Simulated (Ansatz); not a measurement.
A nudged elastic band was laid between two geometries of CH4BFO + H4Si (13 atoms, charge 0, multiplicity 1).

Method: RKS PBE0/def2-SVP (Ansatz 0.2.0).

```json
{"movable images": "9", "climbing image": "yes", "spring": "5.0 eV/Å²", "optimiser": "quadratic models (default)", "start path": "through a guess of the saddle point", "force threshold": "0.03 eV/Å", "iteration limit": "60", "end points": "relaxed"}
```

Initial state:

```xyz
13
Properties=species:S:1:pos:R:3
B 0.223 -0.528 0.045
O 0.089 -1.256 1.173
H -0.729 -1.056 1.644
C 1.464 -0.653 -0.893
H 1.145 -0.941 -1.908
H 1.961 0.327 -0.993
H 2.196 -1.387 -0.530
F -0.764 0.336 -0.264
Si -0.126 3.180 1.229
H 0.186 4.434 1.979
H 0.661 3.159 -0.038
H -1.585 3.132 0.929
H 0.254 2.007 2.074
```

Final state:

```xyz
13
Properties=species:S:1:pos:R:3
B 0.081 0.502 -0.075
O -0.100 -0.354 1.517
H -1.052 -0.337 1.701
C 1.441 -0.079 -0.640
H 1.388 -1.171 -0.779
H 1.642 0.368 -1.628
H 2.314 0.150 -0.007
F -1.076 0.034 -0.651
Si 0.009 2.472 0.534
H 0.988 2.705 1.660
H 0.340 3.477 -0.528
H -1.330 2.857 1.105
H 0.328 0.132 2.237
```

Problem. What changes between the two ends?

Solution. Bonds broken: Si9–H13. Bonds formed: B1–Si9, O2–H13. CH4BFO + H4Si becomes CH8BFOSi.

Problem. Give the energies along the band, and the barrier.

Solution. It converged. The highest image is number 7 of 0 to 10, 232.6 kJ/mol above the first end and 82.7 kJ/mol above the last; the last end lies 149.9 kJ/mol above the first. Neighbouring images differ by up to 1.7 eV, so the band resolves the path poorly. A vibrational analysis at the climbing image gives one clearly imaginary mode, 1288i cm⁻¹: a first-order saddle point. The orbitals stay closed-shell, which can raise the energy where a bond breaks towards radicals; this wasn't checked here.

| image | path coordinate (Å) | energy (kJ/mol) | Si9–H13 (Å) | B1–Si9 (Å) | O2–H13 (Å) |
| --- | --- | --- | --- | --- | --- |
| 0 | 0.00 | 0.0 | 1.49 | 3.91 | 3.39 |
| 1 | 0.77 | 0.4 | 1.49 | 3.83 | 3.35 |
| 2 | 1.53 | 1.4 | 1.49 | 3.80 | 3.23 |
| 3 | 2.30 | 2.8 | 1.49 | 3.80 | 3.08 |
| 4 | 3.07 | 4.5 | 1.49 | 3.69 | 2.86 |
| 5 | 3.84 | 14.1 | 1.49 | 3.29 | 2.40 |
| 6 | 4.60 | 65.4 | 1.51 | 2.79 | 1.94 |
| 7 | 5.37 | 232.6 | 1.90 | 2.28 | 1.21 |
| 8 | 6.07 | 166.8 | 2.47 | 2.09 | 0.97 |
| 9 | 6.76 | 150.3 | 2.88 | 2.06 | 0.97 |
| 10 | 7.46 | 149.9 | 2.91 | 2.06 | 0.97 |

Problem. What is the geometry of the highest image?

Solution. 
```xyz
13
Properties=species:S:1:pos:R:3:forces:R:3
B 0.077 0.245 0.125 0.00 -0.01 0.01
O -0.119 -0.504 1.497 0.00 0.00 -0.01
H -1.053 -0.754 1.547 0.00 0.00 0.00
C 1.487 -0.022 -0.521 0.00 0.00 0.00
H 1.528 -1.086 -0.817 0.00 0.00 0.00
H 1.647 0.582 -1.427 0.00 0.00 0.00
H 2.320 0.162 0.172 0.00 0.00 0.00
F -1.056 0.090 -0.619 0.00 0.00 0.00
Si 0.057 2.437 0.753 0.00 0.00 0.00
H 1.293 2.936 1.435 0.00 0.00 0.00
H 0.060 2.933 -0.657 0.00 0.00 0.00
H -1.136 3.034 1.441 0.00 0.00 0.00
H -0.130 0.702 1.517 0.00 0.01 0.00
```

Run time: 6.7 min on 4 threads of Intel(R) Xeon(R) Platinum 8375C CPU @ 2.90GHz (Ice Lake), on a shared host, peak memory 0.29 GiB.
